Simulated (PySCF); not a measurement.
C2H10N2O2Ti: core ionisation energies

Ti(NH2)2(OMe)2, C₂H₁₀N₂O₂Ti (singlet state).
Z-matrix (Å and degrees, PBE0-D3(BJ)/def2-SVP geometry), rows numbered from 1:
```
Ti
N   1  1.8807
H   2  1.0156  1  124.73
H   2  1.0166  1  124.35  3   168.66
N   1  1.8769  2  107.85  3   -17.06
H   5  1.0167  1  123.60  2   104.45
H   5  1.0166  1  125.50  2   -88.60
O   1  1.7785  2  108.22  3  -139.85
C   8  1.3797  1  157.23  2  -125.13
H   9  1.1053  8  110.95  1  -114.51
H   9  1.1056  8  110.89  1   126.14
H   9  1.1058  8  111.78  1     5.81
O   1  1.7844  2  107.30  3    98.19
C  13  1.3847  1  141.46  2     5.55
H  14  1.1053 13  110.71  1  -126.61
H  14  1.1055 13  111.01  1   114.18
H  14  1.1062 13  111.22  1    -6.35
```

Computed, not measured: delta-SCF UKS SCAN, pcX-2 on the ionised atom (unc-x2c-TZVPall on a metal), pcseg-1 elsewhere, spin-free X2C (PySCF 2.14.0). Vertical ΔSCF values, vacuum level as zero.

List the computed XPS lines with their assignment.

```csv
atom(s),bonded to,level,binding energy (eV),2p1/2 (eV),count
Ti1,2 O and 2 N,Ti 2p3/2,461.75,467.47,1
N2/N5,2 H and Ti,N 1s,403.22,–,2
O8,C and Ti,O 1s,536.88,–,1
C9,O and 3 H,C 1s,291.99,–,1
```

Which effective nuclear charge Zeff reproduces each element's mean 1s value in the hydrogen-like formula E = 13.606 eV × Zeff²?

C (Z = 6): mean 292.0 eV, Zeff = 4.63, Z − Zeff = 1.37; N (Z = 7): mean 403.2 eV, Zeff = 5.44, Z − Zeff = 1.56; O (Z = 8): mean 536.9 eV, Zeff = 6.28, Z − Zeff = 1.72. Means run over the listed sites, weighted by atom count.

One atom of each set of topologically equivalent atoms was ionised and stands for the set; in this conformer not all members are related by symmetry, and their own values weren't computed. The list is incomplete; no value stands for C 1s of C14 or O 1s of O13. The unrestricted hole states depart most from a pure doublet (⟨S²⟩ = 0.75; over 0.85 named) for Ti 2p3/2 of Ti1 (0.87), which makes this value less certain. For 2p shells one spin-free hole was relaxed; a mean-field spin–orbit operator and the ground-state splitting of the three 2p orbitals were then diagonalised within the shell. The shell's mean is (2 × 2p3/2 + 2p1/2)/3, and the degeneracies 2j + 1 give areas of 2:1. 2p1/2 minus 2p3/2 (ligand field included): Ti 5.72 eV. Satellites of the metal's 2p lines aren't described. Geometry: PBE0-D3(BJ)/def2-SVP; no solvent, vibrations or thermal averaging. Metal 2p energies of this one-determinant scheme are less reliable than its 1s energies.

The run took 3.5 min of wall time on an Intel Xeon at 2.50 GHz with one thread, shared host with 64 logical CPUs at a one-minute load of 63, and the process peaked at 0.79 GiB of memory.
